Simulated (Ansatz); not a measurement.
Molecule: sum formula SiHS2Cl2, charge -1, multiplicity 1. It need not be the lowest isomer of its formula. Whether it binds its extra electron was not tested at this geometry. 
Structure (B3LYP-D3(BJ)/def2-TZVP (Ansatz, a program for electronic structure) minimum search):
SMILES: [Si](Cl)(S)([S-])Cl
```xyz
6

S     -0.1630     0.5261     2.1245
Si    -0.0215     0.0508     0.1952
S      1.7601    -1.0668    -0.4151
Cl    -0.0942     1.6912    -1.1646
Cl    -1.5361    -1.1879    -0.6425
H      2.4625    -0.6159     0.6360
```
Charge -1, spin multiplicity 1.

Basis-set convergence of Hartree-Fock and CCSD correlation energies (hartree) with Ansatz. Correlated levels leave the core frozen unless marked. No spin-orbit coupling. Non-relativistic. This anion needs diffuse functions, which these sets lack.

```json
[
 {"basis": "cc-pV(D+d)Z", "functions": "120", "E(HF)": "-2003.84274", "E(corr, CCSD)": "-0.68551"},
 {"basis": "cc-pV(T+d)Z", "functions": "209", "E(HF)": "-2003.91970", "E(corr, CCSD)": "-0.90894"},
 {"basis": "cc-pV(Q+d)Z", "functions": "350", "E(HF)": "(withheld)", "E(corr, CCSD)": "(withheld)"}
]
```

### Question
Some entries are withheld; supply them.

### Answer

- cc-pV(Q+d)Z, E(HF): -2003.93829
- cc-pV(Q+d)Z, E(corr, CCSD): -0.98527
